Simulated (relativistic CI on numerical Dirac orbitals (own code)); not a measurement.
## d8 in a ligand field

Computed with a parametric ligand-field model of a d^n configuration (Racah B and C, spin-orbit zeta, crystal field), exact diagonalisation.

Field parameters in Wybourne normalisation: D3d B²₀ = −7Dσ, B⁴₀ = −14Dq − 21Dτ, B⁴₃ = −14√(10/7) Dq; Oh B⁴₀ = 21Dq, B⁴₄ = √(5/14) B⁴₀. The field is a parameter set, without covalency.

Task: Ground term and bands for B = 950, C = 4090, ζ = 0 cm⁻¹, Oh, 10Dq = 3250 cm⁻¹?

Result: Ground term 3A2 with 2.00 electrons in the two orbitals of the cubic e set. Spin-allowed: 3T2 3250 cm⁻¹ (3077 nm), 3T1 5714 cm⁻¹ (1750 nm), 3T1 18286 cm⁻¹ (547 nm). Lowest spin-forbidden: 1E 14535 cm⁻¹ (688 nm), 1T2 17226 cm⁻¹ (581 nm), 1A1 21859 cm⁻¹ (457 nm). With an A2 ground term the first spin-allowed band lies at |10Dq| itself.

Task: Ground term and bands for B = 1030, C = 4250, ζ = 0 cm⁻¹, Oh, 10Dq = 5000 cm⁻¹?

Result: Ground term 3A2 with 2.00 electrons in the two orbitals of the cubic e set. Spin-allowed: 3T2 5000 cm⁻¹ (2000 nm), 3T1 8687 cm⁻¹ (1151 nm), 3T1 21763 cm⁻¹ (459 nm). Lowest spin-forbidden: 1E 15686 cm⁻¹ (637 nm), 1T2 20084 cm⁻¹ (498 nm), 1A1 24159 cm⁻¹ (414 nm). With an A2 ground term the first spin-allowed band lies at |10Dq| itself.

Task: Ground term and bands for B = 670, C = 2940, ζ = 0 cm⁻¹, D3d, 10Dq = 14250, Dσ = -1200, Dτ = -170 cm⁻¹?

Result: Ground term 3A2 with 2.01 electrons in the two orbitals of the cubic e set. Spin-allowed: 3E 12305 cm⁻¹ (813 nm), 3A1 15317 cm⁻¹ (653 nm), 3E 20243 cm⁻¹ (494 nm), 3A2 20633 cm⁻¹ (485 nm). Lowest spin-forbidden: 1E 11010 cm⁻¹ (908 nm), 1A1 19153 cm⁻¹ (522 nm), 1E 22585 cm⁻¹ (443 nm).

Task: Ground term and bands for B = 1030, C = 3940, ζ = 0 cm⁻¹, D3d, 10Dq = 11900, Dσ = 1200, Dτ = 10 cm⁻¹?

Result: Ground term 3A2 with 2.01 electrons in the two orbitals of the cubic e set. Spin-allowed: 3A1 10963 cm⁻¹ (912 nm), 3E 12529 cm⁻¹ (798 nm), 3E 19323 cm⁻¹ (518 nm), 3A2 20328 cm⁻¹ (492 nm). Lowest spin-forbidden: 1E 15516 cm⁻¹ (645 nm), 1A1 24763 cm⁻¹ (404 nm), 1A1 27009 cm⁻¹ (370 nm).

Task: Ground term and bands for B = 970, C = 3950, ζ = 0 cm⁻¹, Oh, 10Dq = 7000 cm⁻¹?

Result: Ground term 3A2 with 2.00 electrons in the two orbitals of the cubic e set. Spin-allowed: 3T2 7000 cm⁻¹ (1429 nm), 3T1 11891 cm⁻¹ (841 nm), 3T1 23659 cm⁻¹ (423 nm). Lowest spin-forbidden: 1E 14940 cm⁻¹ (669 nm), 1T2 21432 cm⁻¹ (467 nm), 1A1 23742 cm⁻¹ (421 nm). With an A2 ground term the first spin-allowed band lies at |10Dq| itself.
